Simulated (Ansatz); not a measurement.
One change: `O=C[SiH](O)Cl` becomes `O=C[SiH]([SiH3])Cl`.

Ansatz, PBE0-D4/def2-TZVP geometries, multiplicity 1. Each molecule was computed in one conformer, which needn't be the lowest.

```csv
property,`O=C[SiH](O)Cl`
HOMO energy (ωB97M-V/def2-TZVPP) / eV,-9.84
LUMO energy (PBE/def2-TZVPP) / eV,-3.25
HOMO–LUMO gap (PBE/def2-TZVPP) / eV,2.82
LUMO energy (PBE0/def2-TZVPP) / eV,-2.11
size of the dipole moment (ωB97M-V/def2-TZVPP) / D,1.35
HOMO energy (B3LYP/def2-TZVPP) / eV,-7.35
```

Task: What does the change do to each property? (Best estimate.)

Result: Ansatz gave: 
```csv
property,`O=C[SiH]([SiH3])Cl`,shift
HOMO energy (ωB97M-V/def2-TZVPP) / eV,-9.51,0.33
LUMO energy (PBE/def2-TZVPP) / eV,-3.10,0.15
HOMO–LUMO gap (PBE/def2-TZVPP) / eV,2.77,-0.05
LUMO energy (PBE0/def2-TZVPP) / eV,-1.99,0.12
size of the dipole moment (ωB97M-V/def2-TZVPP) / D,1.12,-0.23
HOMO energy (B3LYP/def2-TZVPP) / eV,-7.07,0.28
```

With PBE0 the HOMO rises by 0.27 eV and the LUMO rises by 0.12 eV, so the gap narrows by about 0.15 eV. PBE moves the HOMO by 0.21 eV and ωB97M-V by 0.33 eV. Dipoles are sizes alone; their direction can turn.

B3LYP here is the variant with VWN-RPA as its local correlation; programs differ in this.
